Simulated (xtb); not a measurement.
F₃In, triplet, geometry from GFN2-xTB (such geometries of metal compounds can be far from the true shape) (a higher spin typed on purpose: for a closed-shell molecule this is an excited state); GFN1-xTB run with xtb.

Input for xtb:
```
$ xtb mol.xyz --gfn 1 --uhf 2 --opt --json

# file mol.xyz
4

In    -0.00000000    -0.00000000    -0.00000000
F     -1.99079778    -1.21099599     0.03539377
F      0.01794243     2.18957193    -0.79780488
F      1.97285535    -0.97857595     0.76241111
```

What the program printed (banner, timings and long lists left out):

```
   ID    Z sym.   atoms
    1   49 In     1
    2    9 F      2-4

           -------------------------------------------------
          |                Calculation Setup                |
           -------------------------------------------------

molecular fragmentation (1/2 indicates fragments):
1112
# atoms in fragment 1/2:     3     1
 fragment masses (1/2) :      152.81       19.00
CMA distance (Bohr)    :   4.951
constraining FC (au)   :  0.0500

           -------------------------------------------------
          |                 G F N 1 - x T B                 |
           -------------------------------------------------

          ...................................................
          :                      SETUP                      :
          :.................................................:
          :  # basis functions                  22          :
          :  # atomic orbitals                  21          :
          :  # shells                            9          :
          :  # electrons                        24          :
          :  # halogen bonds                     0          :
          :  max. iterations                   250          :
          :  Hamiltonian                  GFN1-xTB          :
          :  restarted?                      false          :
          :  GBSA solvation                  false          :
          :  PC potential                    false          :
          :  electronic temp.          300.0000000     K    :
          :  accuracy                    1.0000000          :
          :  -> integral cutoff          0.2500000E+02      :
          :  -> integral neglect         0.1000000E-07      :
          :  -> SCF convergence          0.1000000E-05 Eh   :
          :  -> wf. convergence          0.2000000E-04 e    :
          :  Broyden damping             0.4000000          :
          :  net charge                          0          :
          :  unpaired electrons                  2          :
          ...................................................

 iter      E             dE          RMSdq      gap      omega  full diag
   1    -16.8614004 -0.168614E+02  0.278E+00    8.21       0.0  T
   2    -16.8644936 -0.309322E-02  0.171E+00    8.74       1.0  T
   3    -16.8645163 -0.226066E-04  0.229E-01    8.93       1.0  T
   4    -16.8645607 -0.444813E-04  0.507E-02    8.85       1.0  T
   5    -16.8642247  0.336014E-03  0.187E-01    8.85       1.0  T
   6    -16.8645759 -0.351151E-03  0.324E-02    8.85       1.5  T
   7    -16.8645864 -0.104951E-04  0.600E-03    8.85       8.3  T
   8    -16.8645867 -0.370088E-06  0.367E-04    8.85     136.2  T
   9    -16.8645867 -0.115925E-10  0.604E-06    8.85    8274.7  T
  10    -16.8645867 -0.355271E-12  0.150E-06    8.85   33238.9  T

   *** convergence criteria satisfied after 10 iterations ***

 transition dipole moment (au) for excitation:          12          13
     X       Y       Z
   0.0000  -0.0000   0.0000  total (au/Debye):    0.000   0.000
 dE (eV)             :    1.321
 oscillator strength :  0.35183E-12

         :::::::::::::::::::::::::::::::::::::::::::::::::::::
         ::                     SUMMARY                     ::
         :::::::::::::::::::::::::::::::::::::::::::::::::::::
         :: total energy             -16.864878000706 Eh    ::
         :: gradient norm              0.010743700785 Eh/a0 ::
         :: HOMO-LUMO gap              8.846094192590 eV    ::
         ::.................................................::
         :: SCC energy               -16.864586738269 Eh    ::
         :: -> electrostatic           0.039370889909 Eh    ::
         :: repulsion energy           0.000231690915 Eh    ::
         :: dispersion energy         -0.000522953352 Eh    ::
         :: halogen bond corr.         0.000000000000 Eh    ::
         :: add. restraining           0.000000000000 Eh    ::
         :: total charge               0.000000000100 e     ::
         :::::::::::::::::::::::::::::::::::::::::::::::::::::

      -----------------------------------------------------------
     |                   =====================                   |
     |                        A N C O P T                        |
     |                   =====================                   |
     |               Approximate Normal Coordinate               |
     |                Rational Function Optimizer                |
      -----------------------------------------------------------
      -----------------------------------------------------------
     |                   =====================                   |
     |                        A N C O P T                        |
     |                   =====================                   |
     |               Approximate Normal Coordinate               |
     |                Rational Function Optimizer                |
      -----------------------------------------------------------

          ...................................................
          :                      SETUP                      :
          :.................................................:
          :   optimization level            normal          :
          :   max. optcycles                   200          :
          :   ANC micro-cycles                  20          :
          :   degrees of freedom                 6          :
          :.................................................:
          :   RF solver                   davidson          :
          :   write xtbopt.log                true          :
          :   linear?                        false          :
          :   energy convergence         0.5000000E-05 Eh   :
          :   grad. convergence          0.1000000E-02 Eh/α :
          :   maxmium RF displ.          1.0000000          :
          :   Hlow (freq-cutoff)         0.1000000E-01      :
          :   Hmax (freq-cutoff)         5.0000000          :
[...]
 * total energy  :   -16.8648780 Eh     change       -0.7105427E-14 Eh
 * total energy  :   -16.8661772 Eh     change       -0.1299238E-02 Eh
 * total energy  :   -16.8663042 Eh     change       -0.1269426E-03 Eh
 * total energy  :   -16.8663064 Eh     change       -0.2198358E-05 Eh
   *** GEOMETRY OPTIMIZATION CONVERGED AFTER 4 ITERATIONS ***
[...]
          :  max. iterations                   250          :
          :  Hamiltonian                  GFN1-xTB          :
          :  restarted?                      false          :
          :  GBSA solvation                  false          :
          :  PC potential                    false          :
          :  electronic temp.          300.0000000     K    :
          :  accuracy                    1.0000000          :
          :  -> integral cutoff          0.2500000E+02      :
          :  -> integral neglect         0.1000000E-07      :
          :  -> SCF convergence          0.1000000E-05 Eh   :
          :  -> wf. convergence          0.2000000E-04 e    :
          :  Broyden damping             0.4000000          :
          :  net charge                          0          :
          :  unpaired electrons                  2          :
          ...................................................

 iter      E             dE          RMSdq      gap      omega  full diag
   1    -16.8662560 -0.168663E+02  0.364E-09    8.52       0.0  T
   2    -16.8662560 -0.142109E-13  0.152E-07    8.52  100000.0  T
   3    -16.8662560  0.000000E+00  0.155E-11    8.52  100000.0  T

   *** convergence criteria satisfied after 3 iterations ***

 transition dipole moment (au) for excitation:          12          13
     X       Y       Z
   0.0000  -0.0000   0.0000  total (au/Debye):    0.000   0.000
 dE (eV)             :    1.680
 oscillator strength :  0.31728E-16

         :::::::::::::::::::::::::::::::::::::::::::::::::::::
         ::                     SUMMARY                     ::
         :::::::::::::::::::::::::::::::::::::::::::::::::::::
         :: total energy             -16.866306380109 Eh    ::
         :: gradient norm              0.000315988811 Eh/a0 ::
         :: HOMO-LUMO gap              8.524944749826 eV    ::
         ::.................................................::
         :: SCC energy               -16.866255979430 Eh    ::
         :: -> electrostatic           0.038765793795 Eh    ::
         :: repulsion energy           0.000466663587 Eh    ::
         :: dispersion energy         -0.000517064266 Eh    ::
         :: halogen bond corr.         0.000000000000 Eh    ::
         :: add. restraining           0.000000000000 Eh    ::
         :: total charge               0.000000000076 e     ::
         :::::::::::::::::::::::::::::::::::::::::::::::::::::

           -------------------------------------------------
          |                Property Printout                |
           -------------------------------------------------

    * Orbital Energies and Occupations

         #    Occupation            Energy/Eh            Energy/eV
      -------------------------------------------------------------
         1        2.0000           -0.8253676             -22.4594
         2        2.0000           -0.8253676             -22.4594
         3        2.0000           -0.8211602             -22.3449
         4        2.0000           -0.6547966             -17.8179
         5        2.0000           -0.5438290             -14.7983
         6        2.0000           -0.5438290             -14.7983
         7        1.9976           -0.5382353             -14.6461
         8        1.8509           -0.5341727             -14.5356
         9        1.8509           -0.5341727             -14.5356
        10        1.7831           -0.5337373             -14.5237
        11        1.7831           -0.5337373             -14.5237
        12        1.7344           -0.5334842             -14.5168
        13        1.0000           -0.4717480             -12.8369 (HOMO)
        14                         -0.1584621              -4.3120 (LUMO)
        15                         -0.1584621              -4.3120
        16                         -0.1511847              -4.1139
        17                         -0.1419019              -3.8613
        18                         -0.1419019              -3.8613
        19                         -0.1356568              -3.6914
        20                          0.0667577               1.8166
        21                          0.0667577               1.8166
      -------------------------------------------------------------
                  HL-Gap            0.3132860 Eh            8.5249 eV
             Fermi-level           -0.4238114 Eh          -11.5325 eV

  Mulliken/CM5 charges         n(s)   n(p)   n(d)
     1In    0.67403  0.71898   1.777  0.468  0.082
     2F    -0.22468 -0.23966   1.914  5.311  0.000
     3F    -0.22468 -0.23966   1.914  5.311  0.000
     4F    -0.22468 -0.23966   1.914  5.311  0.000

Wiberg/Mayer (AO) data.
largest (>0.10) Wiberg bond orders for each atom

 ---------------------------------------------------------------------------
     #   Z sym  total        # sym  WBO       # sym  WBO       # sym  WBO
 ---------------------------------------------------------------------------
     1  49 In   1.349 --     3 F    0.450     4 F    0.450     2 F    0.450
     2   9 F    0.684 --     1 In   0.450     3 F    0.117     4 F    0.117
     3   9 F    0.684 --     1 In   0.450     4 F    0.117     2 F    0.117
     4   9 F    0.684 --     1 In   0.450     3 F    0.117     2 F    0.117
 ---------------------------------------------------------------------------

Topologies differ in total number of bonds
Writing topology from bond orders to xtbtopo.mol

 dipole moment from electron density (au)
     X       Y       Z
  -0.0000  -0.0000   0.0000  total (Debye):    0.000

optimized geometry written to: xtbopt.xyz

           -------------------------------------------------
          | TOTAL ENERGY              -16.866306380109 Eh   |
          | GRADIENT NORM               0.000315988811 Eh/α |
          | HOMO-LUMO GAP               8.524944749826 eV   |
           -------------------------------------------------

normal termination of xtb
```
